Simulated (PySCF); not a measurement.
Compound: W(NH)2Br2 (singlet state).
Bonds: W1–N2, W1–N4, W1–Br6, W1–Br7. Hydrogens: H3 on N2; H5 on N4.

Computed, not measured: PySCF 2.14.0, PBE0-D3(BJ)/def2-SVP geometry optimisation, gas phase, def2 core potentials past Kr.

Q: Give the optimised bond lengths and angles.

A: 
```json
{"bond": "W1–N2, W1–N4", "length (Å)": "1.737"}
{"bond": "W1–Br6, W1–Br7", "length (Å)": "2.436"}
{"bond": "N2–H3, N4–H5", "length (Å)": "1.016"}
```

Bonds in one row agree within 0.01 Å and their mean is given. A selection of angles:
```json
{"angle": "N2–W1–N4", "degrees": "109.6"}
{"angle": "N2–W1–Br6", "degrees": "107.7"}
{"angle": "Br6–W1–Br7", "degrees": "117.4"}
{"angle": "W1–N2–H3", "degrees": "155.9"}
```

Torsions: H3–N2–W1–N4 0° (synperiplanar); H5–N4–W1–N2 0° (synperiplanar).

N2 (nitrogen bonded to W and H) is bent (angle 155.9°). W1 (tungsten bonded to 2 Br and 2 N) is distorted tetrahedral (angles from 107.0° to 117.4°).

Point group: C2v (tolerance 0.08 Å). Not checked by PBE0-D3(BJ)/def2-SVP frequencies. Torsions: N4–W1–N2–H 0°, N2–W1–N4–H 0°.
